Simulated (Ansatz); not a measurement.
`[AlH2][CH2][AlH2]` and `[AlH2][CH2][GaH2]` differ in one atom or group.

Ansatz, PBE0-D4/def2-TZVP geometries, multiplicity 1. 

Scalar relativity is left out up to krypton.

| property | `[AlH2][CH2][AlH2]` |
| --- | --- |
| HOMO energy (PBE/def2-TZVPP) / eV | -6.71 |
| HOMO–LUMO gap (PBE/def2-TZVPP) / eV | 4.18 |
| LUMO energy (ωB97M-V/def2-TZVPP) / eV | -0.19 |
| HOMO energy (ωB97M-V/def2-TZVPP) / eV | -10.04 |
| ideal-gas entropy at 298 K and 1 bar (rigid rotor, harmonic PBE0-D4/def2-TZVP) / J/(mol·K) | 323 |
| LUMO energy (B3LYP/def2-TZVPP) / eV | -1.97 |

Question: Give the same properties after the change, and the shifts. (Estimate.)

Answer: Computed: 
```csv
property,`[AlH2][CH2][GaH2]`,shift
HOMO energy (PBE/def2-TZVPP) / eV,-6.68,0.03
HOMO–LUMO gap (PBE/def2-TZVPP) / eV,4.05,-0.13
LUMO energy (ωB97M-V/def2-TZVPP) / eV,-0.24,-0.05
HOMO energy (ωB97M-V/def2-TZVPP) / eV,-9.97,0.07
"ideal-gas entropy at 298 K and 1 bar (rigid rotor, harmonic PBE0-D4/def2-TZVP) / J/(mol·K)",337,14
LUMO energy (B3LYP/def2-TZVPP) / eV,-2.10,-0.13
```

With PBE0 the HOMO rises by 0.06 eV and the LUMO falls by 0.09 eV, so the gap narrows by about 0.15 eV. PBE moves the HOMO by 0.03 eV and ωB97M-V by 0.07 eV.

B3LYP here is the variant with VWN-RPA as its local correlation; programs differ in this.
